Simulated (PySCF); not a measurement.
An equivalent PySCF input for Au (gold, neutral), [Xe] 4f14 5d10 6s1, 2S determinant, with a scalar-relativistic core potential:

```python
from pyscf import gto, scf, dft, mp, cc
import basis_set_exchange as bse
txt = bse.get_basis("aug-cc-pVDZ-PP", elements=["Au"], fmt="nwchem", header=False)
cut = txt.index("\nECP")
mol = gto.M(atom="Au 0 0 0", charge=0, spin=1, symmetry="D2h",
            basis=gto.basis.parse(txt[:cut]),
            ecp={"Au": gto.basis.parse_ecp(txt[cut:])})
mf = dft.UKS(mol, xc="B88,P86")
mf.irrep_nelec = {'Ag': (4, 3), 'B1g': (1, 1), 'B2g': (1, 1), 'B3g': (1, 1), 'B1u': (1, 1), 'B2u': (1, 1), 'B3u': (1, 1)}
mf.kernel()
```

It reaches the same state as the run whose output follows, with an energy that differs only through the grid. The run itself started from symmetry-adapted Hartree-Fock orbitals and held the occupation by maximum overlap, on a logarithmic radial grid, so the iterations belong to that start.

```
SCF conv_tol = 1e-09
number electrons alpha = 10  beta = 9
XC functionals = B88,P86
    A. D. Becke.,  Phys. Rev. A 38, 3098 (1988)
    J. P. Perdew.,  Phys. Rev. B 33, 8822 (1986)
cycle= 1 E= -135.831608358051  delta_E= -0.0113  |g|= 0.111  |ddm|= 0.272
cycle= 2 E= -135.825009141981  delta_E= 0.0066  |g|= 0.183  |ddm|= 0.188
cycle= 3 E= -135.83619813912  delta_E= -0.0112  |g|= 0.00604  |ddm|= 0.111
cycle= 4 E= -135.836214644683  delta_E= -1.65e-05  |g|= 0.000238  |ddm|= 0.0057
cycle= 5 E= -135.836214665248  delta_E= -2.06e-08  |g|= 6.06e-06  |ddm|= 0.00017
cycle= 6 E= -135.836214665276  delta_E= -2.87e-11  |g|= 3.61e-07  |ddm|= 9.28e-06
converged SCF energy = -135.836214665276  <S^2> = 0.75121864  2S+1 = 2.0012183
```

Energies and moments cover only the electrons outside the core potential. Spin-orbit coupling, which splits the p, d and f shells strongly at this Z, is absent.
